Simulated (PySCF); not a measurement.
sulfuric acid (H2O4S), SMILES OS(O)(=O)=O.

Coordinates come from a TPSSh-D3(BJ)/def2-SVP optimisation. One conformer was computed; it need not be the lowest.

Two levels are set side by side: TDA-PBE/def2-SVPD (PySCF) and TDA-PBE0/def2-SVPD (PySCF). Vertical, same geometry. The lowest singlet is HOMO→LUMO 98 % with PBE and HOMO→LUMO 95 % with the other functional; states are paired by order. Differences are taken from unrounded values.

```
quantity                               TDA-PBE
-------------------------------------  -------
lowest singlet excitation (eV)            6.69
lowest triplet excitation (TDA) (eV)      6.47
first bright state (f over 0.05) (eV)     8.15
its oscillator strength                   0.05
```

Question: These are the TDA-PBE values. What does TDA-PBE0 give? (The exact figures need the calculation; the answer reports its results.)

Answer: 
| quantity | TDA-PBE0 | TDA-PBE minus TDA-PBE0 |
|---|---|---|
| lowest singlet excitation (eV) | 7.78 | -1.08 |
| lowest triplet excitation (TDA) (eV) | 7.40 | -0.93 |
| first bright state (f over 0.05) (eV) | 9.24 | -1.09 |
| its oscillator strength | 0.06 | 0.00 |

Functionals without exact exchange tend to place singlet excitations lower, as here. Differences between two approximate levels are no errors against the true value.

Rough cost on one machine, each run with all the roots and properties that it gave: TDA-PBE0 against TDA-PBE about 3 times.
